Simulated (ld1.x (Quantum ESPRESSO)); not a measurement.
**Sc (Z = 21): excitation energies, all-electron against TM**

Sc (Z = 21), norm-conserving Troullier–Martins (Kleinman–Bylander form), made with ld1.x (Quantum ESPRESSO) 7.5 (LDA (PZ), scalar-relativistic). Core [Ne], reference 3s2 3p6 3d1 4s2 4p0. Waves: 3s (bound): rc 1.80 bohr; 3p (bound): rc 1.40 bohr; 3d (bound): rc 1.30 bohr. Local part: all-electron potential smoothed inside 1.60 bohr (lloc = -1). Core correction: none.

Occupied shells without a wave of their own: 4s. They enter only through the test configuration that unscreens the potential.

Energies are relative to the spin-unpolarised reference configuration 3s2 3p6 3d1 4s2 4p0; without spin polarisation the order of configurations can differ from experiment. Spin-polarised rows fill each open shell by Hund’s rule, majority spin first.

```
               valence configuration  charge  ΔE all-electron (eV)  error AE − PS (meV)
                 3s2 3p6 3d1 4s0 4p0      +2                20.028                 -213
                 3s2 3p6 3d0 4s0 4p0      +3                45.118                 -342
                 3s1 3p6 3d1 4s2 4p0      +1                61.665                  -82
                 3s2 3p5 3d1 4s2 4p0      +1                40.144                  +49
                 3s2 3p6 3d2 4s1 4p0       0                 1.622                  -36
                 3s2 3p6 3d0 4s2 4p1       0                 3.619                  +38
3s2 3p6 3d1 4s2 4p0 (spin-polarised)       0                -0.151                  +12
3s2 3p6 3d1 4s1 4p0 (spin-polarised)      +1                 6.520                  -58
```

(1) What are ΔE and the potential's error for 3s2 3p6 3d1 4s1 4p0?

Levels in the configuration 3s2 3p6 3d0 4s0 4p0:

| level | all-electron (eV) | pseudo (eV) |
| --- | --- | --- |
| 3s | -86.191 | -86.432 |
| 3p | -64.629 | -64.779 |

Results:

(1) ΔE = 7.067 eV all-electron; the error (AE − PS) is -78 meV.

The 4s level has no wave, so the channel is fitted at the deeper level alone: the likely source of the large errors.
